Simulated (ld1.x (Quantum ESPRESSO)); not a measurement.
**Ranking TM semilocal potentials for Kr (Z = 36)**

All share these settings but for the change named:

krypton, norm-conserving Troullier–Martins (semilocal form), made with ld1.x (Quantum ESPRESSO) 7.5 (PW91, scalar-relativistic). Core [Ar] 3d10, reference 4s2 4p6. Waves: 4s (bound): rc 1.40 bohr; 4p (bound): rc 1.65 bohr. Local part: the p channel. Core correction: Bessel-smoothed model core inside 1.10 bohr.

Test errors are all-electron minus pseudo excitation energies from the reference, over 4s2 4p5; 4s2 4p4; 4s2 4p3; 4s2 4p2; 4s2 4p5.5; 4s1 4p6. None of these files shows a bound ghost.

The base gives 4.3 meV.

Of 6 variants that were run, those that failed, showed a ghost or another fault, or gave nearly equal values are left out.

A variant can come out equal or close to the base, since the largest error may sit in a test that the change hardly touches while other tests move.

Question: Rank these variants by their largest absolute test error, smallest first.
A. wave 4p (bound): rc 1.65 bohr becomes 4p (bound): rc 1.28 bohr
B. core correction Bessel-smoothed model core inside 0.60 bohr
C. functional PBE

Answer: C (4.3 meV), B (5.1 meV), A (9.4 meV).
